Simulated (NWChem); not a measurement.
Molecule: BCl

```xyz
2

B      0.0000     0.0000    -1.2902
Cl     0.0000     0.0000     0.4290
```
Atoms are numbered in this order, from 1.

Results from NWChem. Structure relaxed at the PBE0/def2-SVP level. GIAO values for the isolated, static molecule; σ is the absolute isotropic shielding, δ = σ(reference) − σ with the isolated reference molecule computed at the same levels (11B: boron trifluoride).

Task: Estimate the computed values for PBE0/pcSseg-1. Quantities: δ B1 (ppm); σ Cl2 (ppm).

Result: The δ B1 (ppm) comes out as 114.7 and the σ Cl2 (ppm) is 246.3.
